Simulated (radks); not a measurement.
Neutral helium inside a hard spherical wall (all orbitals vanish at R), configuration held at [He] and not refilled when levels cross. Method: scalar-relativistic Kohn-Sham, PBE, spin-polarised, spherical densities, point nucleus; computed with a radial shooting solver on a logarithmic mesh with Libxc functionals. Eigenvalues in eV for spin up, with the zero of energy where the potential of the charges vanishes at infinity; a dash marks a level that is unbound or too diffuse for the functional's potential to be trusted. A positive occupied level is held by the wall or, in an anion where self-interaction has pushed it up, behind a barrier. The pressure on the wall is -dE/dV.

R (bohr)  E (hartree)  kinetic (hartree)    e(1s)  e(2s, empty)  e(2p, empty)  pressure (GPa)
free         -2.89307              2.856  -15.764             -             -               0
20           -2.89307              2.856  -15.764             -             -        < 0.0001
15           -2.89307              2.856  -15.764             -             -        < 0.0001
12           -2.89307              2.856  -15.764             -             -        < 0.0001
10           -2.89307              2.856  -15.764             -             -        < 0.0001
5            -2.89251              2.862  -15.709         6.739         6.963           0.111
4            -2.88851              2.890  -15.441        12.904        11.232            1.40
3.5          -2.88010              2.937  -15.005        18.897        15.052            5.18
3            -2.85611              3.050  -14.005        29.039        21.171            20.2
1.5          -1.86309              5.633    9.251        170.64        98.696            2650
